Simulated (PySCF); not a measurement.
**Radial density of As(2+) (arsenic, charge +2)**

MN15, [Ar] 3d10 4s2 4p1, 2P determinant. All numbers are calculated (PySCF 2.14, a scalar-relativistic core potential, in aug-cc-pVDZ-PP with ECP10MDF (5s4p3d, 32 functions)). This is the valence pseudo-density: the core potential removes the inner electrons and smooths the orbitals near the nucleus.

```csv
r (bohr),4πr²ρ (e/bohr),4πr²(ρα − ρβ)
0.000667,1.163e-05,0.0000
0.00112,3.285e-05,0.0000
0.00189,9.255e-05,0.0000
0.00317,0.0002588,0.0000
0.00534,0.0007084,0.0000
0.00898,0.001834,0.0000
0.0151,0.004173,0.0000
0.0254,0.007915,0.0000
0.0427,0.01779,0.0000
0.0719,0.1043,0.0000
0.121,0.9177,0.0003
0.203,5.570,0.0080
0.342,21.05,0.0760
0.575,28.83,0.0665
0.968,9.367,0.0647
1.63,2.564,0.5343
2.74,0.6917,0.3078
4.61,0.02664,0.0187
7.75,6.652e-05,0.0000
```

Energies and moments cover only the electrons outside the core potential.
